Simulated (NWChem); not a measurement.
System: N-methylmethanimine (C₂H₅N); SMILES C=NC

NWChem input:

```
start job
memory heap 200 mb stack 900 mb global 1100 mb
geometry units angstroms
  C      1.109513    -0.412498    -0.016861
  N     -0.017977     0.437558     0.194560
  C     -1.162679     0.069763    -0.145784
  H      1.825242     0.125016    -0.640099
  H      1.583360    -0.591045     0.948947
  H      0.858532    -1.373106    -0.487955
  H     -1.391171    -0.895315    -0.615739
  H     -1.992594     0.738148     0.029054
end
basis spherical
  * library def2-svp
end
dft
  xc pbe0
  iterations 150
end
driver
  maxiter 120
end
task dft optimize
task dft freq
```

Parts of the log:

```
             Northwest Computational Chemistry Package (NWChem) 7.3.0
             --------------------------------------------------------

 CS  symmetry detected

                             Geometry "geometry" -> ""
                             -------------------------

 Output coordinates in angstroms (scale by  1.889725989 to convert to a.u.)

  No.       Tag          Charge          X              Y              Z
 ---- ---------------- ---------- -------------- -------------- --------------
    1 C                    6.0000    -0.12838241     1.14549399     0.00000000
    2 N                    7.0000     0.50706589    -0.13307286     0.00000000
    3 C                    6.0000    -0.17446899    -1.18043148     0.00000000
    4 H                    1.0000     0.21307992     1.69205510     0.87981777
    5 H                    1.0000     0.21307992     1.69205510    -0.87981777
    6 H                    1.0000    -1.22617640     1.09512499     0.00000000
    7 H                    1.0000    -1.27159698    -1.20785427     0.00000000
    8 H                    1.0000     0.33926074    -2.13024594     0.00000000

 Effective nuclear repulsion energy (a.u.)      72.7538633828

      Symmetry information
      --------------------

 Group name             Cs
 Group number              2
 Group order               2
 No. of unique centers     7

                                Z-matrix (autoz)
                                --------

 Units are Angstrom for bonds and degrees for angles

      Type          Name      I     J     K     L     M      Value
      ----------- --------  ----- ----- ----- ----- ----- ----------
    1 Stretch                  1     2                       1.42777
    2 Stretch                  1     4                       1.09060
    3 Stretch                  1     5                       1.09060
    4 Stretch                  1     6                       1.09895
    5 Stretch                  2     3                       1.24958
    6 Stretch                  3     7                       1.09747
    7 Stretch                  3     8                       1.07985
    8 Bend                     1     2     3               120.51983
    9 Bend                     2     1     4               108.02536
   10 Bend                     2     1     5               108.02536
   11 Bend                     2     1     6               113.80039
   12 Bend                     2     3     7               124.48458
   13 Bend                     2     3     8               118.53944
   14 Bend                     4     1     5               107.55520
   15 Bend                     4     1     6               109.61737
   16 Bend                     5     1     6               109.61737
   17 Bend                     7     3     8               116.97598
   18 Torsion                  1     2     3     7           0.00000
   19 Torsion                  1     2     3     8         180.00000
   20 Torsion                  3     2     1     4         121.96544
   21 Torsion                  3     2     1     5        -121.96544
   22 Torsion                  3     2     1     6           0.00000

                           NWChem Geometry Optimization
                           ----------------------------

 maximum gradient threshold         (gmax) =   0.000450
 rms gradient threshold             (grms) =   0.000300
 maximum cartesian step threshold   (xmax) =   0.001800
 rms cartesian step threshold       (xrms) =   0.001200
 fixed trust radius                (trust) =   0.300000
 source of zmatrix                         =   autoz

          -------------------
          Energy Minimization
          -------------------

 Using diagonal initial Hessian
 Scaling for Hessian diagonals: bonds = 1.00  angles = 0.25  torsions = 0.10

          --------
          Step   0

                                 NWChem DFT Module
                                 -----------------

[...]

      ----------------------
      Optimization converged
      ----------------------

  Step       Energy      Delta E   Gmax     Grms     Xrms     Xmax
  ---- ---------------- -------- -------- -------- -------- --------
@    4    -133.67590114 -2.5D-07  0.00004  0.00001  0.00027  0.00067
                                     ok       ok       ok       ok

                                Z-matrix (autoz)
                                --------

 Units are Angstrom for bonds and degrees for angles

      Type          Name      I     J     K     L     M      Value     Gradient
      ----------- --------  ----- ----- ----- ----- ----- ---------- ----------
    1 Stretch                  1     2                       1.43495    0.00004
    2 Stretch                  1     4                       1.10224   -0.00000
    3 Stretch                  1     5                       1.10224   -0.00000
    4 Stretch                  1     6                       1.10927   -0.00001
    5 Stretch                  2     3                       1.26119   -0.00000
    6 Stretch                  3     7                       1.11043   -0.00002
    7 Stretch                  3     8                       1.09988   -0.00003
    8 Bend                     1     2     3               118.61579   -0.00002
    9 Bend                     2     1     4               109.29060    0.00000
   10 Bend                     2     1     5               109.29060    0.00000
   11 Bend                     2     1     6               114.33631   -0.00002
   12 Bend                     2     3     7               123.47988   -0.00000
   13 Bend                     2     3     8               119.67544    0.00001
   14 Bend                     4     1     5               106.11906    0.00001
   15 Bend                     4     1     6               108.74111    0.00000
   16 Bend                     5     1     6               108.74111    0.00000
   17 Bend                     7     3     8               116.84467   -0.00001
   18 Torsion                  1     2     3     7           0.00000   -0.00000
   19 Torsion                  1     2     3     8         180.00000    0.00000
   20 Torsion                  3     2     1     4         122.13426   -0.00001
   21 Torsion                  3     2     1     5        -122.13426    0.00001
   22 Torsion                  3     2     1     6           0.00000    0.00000

                         Geometry "geometry" -> "geometry"
                         ---------------------------------

 Output coordinates in angstroms (scale by  1.889725989 to convert to a.u.)

[...]

 Rotational Constants
 --------------------
 A=   1.799662 cm-1  (  2.589255 K)
 B=   0.356308 cm-1  (  0.512636 K)
 C=   0.314800 cm-1  (  0.452916 K)

 Temperature                      =   298.15K
 frequency scaling parameter      =   1.0000

 Zero-Point correction to Energy  =   42.811 kcal/mol  (  0.068223 au)
 Thermal correction to Energy     =   45.235 kcal/mol  (  0.072087 au)
 Thermal correction to Enthalpy   =   45.827 kcal/mol  (  0.073030 au)

 Total Entropy                    =   62.116 cal/mol-K
   - Translational                =   37.189 cal/mol-K (mol. weight =  43.0422)
   - Rotational                   =   21.598 cal/mol-K (symmetry #  =        1)
   - Vibrational                  =    3.330 cal/mol-K

 Cv (constant volume heat capacity) =   11.670 cal/mol-K
   - Translational                  =    2.979 cal/mol-K
   - Rotational                     =    2.979 cal/mol-K
   - Vibrational                    =    5.711 cal/mol-K

[normal modes left out]

 ----------------------------------------------------------------------------
 Normal Eigenvalue ||           Projected Infra Red Intensities
  Mode   [cm**-1]  || [atomic units] [(debye/angs)**2] [(KM/mol)] [arbitrary]
 ------ ---------- || -------------- ----------------- ---------- -----------
    1       -0.000 ||    0.000118           0.003         0.115       0.093
    2       -0.000 ||    0.000438           0.010         0.427       0.345
    3       -0.000 ||    0.005483           0.126         5.345       4.317
    4       -0.000 ||    0.001084           0.025         1.056       0.853
    5       -0.000 ||    0.001573           0.036         1.533       1.239
    6        0.000 ||    0.002251           0.052         2.194       1.773
    7      227.373 ||    0.009750           0.225         9.505       7.678
    8      463.237 ||    0.006587           0.152         6.421       5.187
    9      700.251 ||    0.001156           0.027         1.127       0.911
   10     1018.502 ||    0.015748           0.363        15.352      12.401
   11     1061.533 ||    0.017893           0.413        17.443      14.091
   12     1119.886 ||    0.000270           0.006         0.263       0.213
   13     1134.468 ||    0.000000           0.000         0.000       0.000
   14     1232.583 ||    0.022556           0.520        21.989      17.763
   15     1413.878 ||    0.000098           0.002         0.096       0.077
   16     1450.009 ||    0.005877           0.136         5.729       4.628
   17     1455.224 ||    0.007490           0.173         7.302       5.899
   18     1488.136 ||    0.020081           0.463        19.576      15.813
   19     1797.988 ||    0.021947           0.506        21.395      17.283
   20     2989.705 ||    0.047537           1.097        46.342      37.435
   21     3004.150 ||    0.060452           1.395        58.932      47.605
   22     3107.013 ||    0.020275           0.468        19.765      15.966
   23     3133.684 ||    0.009713           0.224         9.469       7.649
   24     3163.107 ||    0.026389           0.609        25.725      20.781
 ----------------------------------------------------------------------------
```

Level: PBE0/def2-SVP.
